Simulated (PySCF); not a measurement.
**Computed properties of CH₄BeS, SMILES [BeH][S]C**

CH4BeS, SMILES [BeH][S]C. Coordinates come from a B3LYP-D3(BJ)/def2-TZVP optimisation. Other conformers were not sampled. All values are computed for the isolated molecule unless a solvent is named; none is compared with measurement here.

**Structure.** The optimised structure has Cs symmetry. All 15 harmonic modes at B3LYP-D3(BJ)/def2-TZVP (PySCF) are real, so it is a minimum. With heavy atoms numbered as in [BeH:1][S:3][CH3:4], the shortest bond between them is S3–C4 at 1.847 Å and the longest Be1–S3 at 1.897 Å.

**Vibrations.** The strongest infrared lines (harmonic, unscaled, degenerate partners summed) lie at 2160 cm⁻¹ (201 km/mol, H 88 %, Be 12 %), 546 cm⁻¹ (146 km/mol, H 64 %, Be 33 %), 543 cm⁻¹ (117 km/mol, H 74 %, Be 25 %). The softest mode is at 45 cm⁻¹ and the zero-point energy is 29.3 kcal/mol.

**Electronic structure.** PBE0/def2-TZVPD (PySCF) places the frontier levels at -7.17 and -1.14 eV, a gap of 6.03 eV, and gives a dipole moment of 1.56 D and a mean polarisability of 52.2 bohr³.

**Excitations.** TDA-PBE0/def2-SVPD (PySCF) has S1 at 4.54 eV (273 nm, f = 0.000, dark); the most intense of the 10 singlets computed lies at 6.11 eV (f = 0.11). T1 (TDA) is at 4.26 eV, 0.28 eV under S1. No vertical singlet excitation falls in the visible range (under 3.1 eV).

**NMR.** GIAO shifts at KT2/pcSseg-2 (PySCF) (non-relativistic, atoms alike by connectivity averaged): ¹³C at 8.3 ppm against TMS; ¹H from 2.2 to 3.7 ppm against TMS.
